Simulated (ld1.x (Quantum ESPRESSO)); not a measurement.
# Ranking TM semilocal potentials for Mo (Z = 42)

All share these settings but for the change named:

| Item | Value |
| --- | --- |
| Element | molybdenum (Mo) |
| Generator | ld1.x (Quantum ESPRESSO) 7.5 |
| Type | norm-conserving Troullier–Martins (semilocal form) |
| Functional | BP86 |
| Relativity | scalar-relativistic |
| Frozen core | [Ar] 3d10 |
| Valence charge | 14 |
| Reference configuration | 4s2 4p6 4d5 5s0 5p0 (charge +1) |
| Partial waves | 4s (bound): rc 1.85 bohr; 4d (bound): rc 2.10 bohr; 4p (bound): rc 1.30 bohr |
| Local potential | the p channel |
| Core correction | a·sin(br)/r model core, default radius (core density twice the valence density) |

Cutoff: the first of the cutoffs (Ry, on a coarse ladder) from which the occupation-weighted sum of valence levels, in a spherical-Bessel basis at the reference potential, stays within 10 and 1 mRy of its value at 400 Ry; the density cutoff is not measured.

The base gives 80 Ry.

Of 11 variants that were run, those that failed, showed a ghost or another fault, or gave nearly equal values are left out.

In the semilocal form every listed channel keeps its own potential, so the choice of the local channel does not act on these tests. It acts once the file is put into the separable form.

A variant can come out equal or close to the base.

Task: Rank these variants from softest to hardest (loose cutoff).
A. core [Kr], valence charge 6; reference 4d5 5s0.5 5p0; waves now 5p (bound): rc 4.15 bohr; 4d (bound): rc 1.35 bohr; 5s (bound): rc 2.80 bohr; local potential the s channel; core correction Bessel-smoothed model core, default radius (core density twice the valence density)
B. all radii but the core radius scaled by about 1.40 (s 2.60, p 1.82, d 2.94 bohr)
C. wave 4d (bound): rc 2.10 bohr becomes 4d (bound): rc 2.98 bohr
D. functional LDA (PZ)

Result: B (30 Ry), A (45 Ry), D (70 Ry), C (80 Ry).
